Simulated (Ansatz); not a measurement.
`[NH2][InH]`, charge 0, multiplicity 2.

Question: Give a relaxed structure at PBE0-D4/def2-TZVP (the Gaussian-basis code of Ansatz). (An estimate is asked.)

Answer: Ansatz gave: 
Z-matrix (Å, degrees):
```
N
In 1 2.036
H 1 1.011 2 120.0
H 1 1.009 2 120.8 3 143.2
H 2 1.761 1 116.4 3 25.7
```
